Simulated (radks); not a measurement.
Question: Species: Pb4+. Configuration: [Xe] 4f14 5d10. Calculated with a radial shooting solver on a logarithmic mesh with Libxc functionals: scalar-relativistic Kohn-Sham, Slater X-alpha with alpha = 0.962, spin-polarised, spherical densities, finite nucleus; Fermi nuclear charge, rms radius 5.5012 fm. Some entries of the table are withheld. Estimate them.

orbital,occ.,eigenvalue (hartree),<r^2> (bohr^2)
1s,2,-3249.876,0.0003567
2s,2,-584.8838,0.005398
2p,6,-502.9163,0.004590
3s,2,-142.2999,0.03462
3p,6,-118.7328,0.03580
3d,10,-94.63044,0.02960
4s,2,-33.79877,(1)
4p,6,-26.03658,0.1883
4d,10,-17.02044,0.2101
5s,2,-7.16709,0.7962
4f,14,-7.02787,(2)
5p,6,-4.98202,1.035
5d,10,-2.50457,1.692

Answer: 
(1) 4s <r^2> (bohr^2): 0.1648
(2) 4f <r^2> (bohr^2): 0.2370
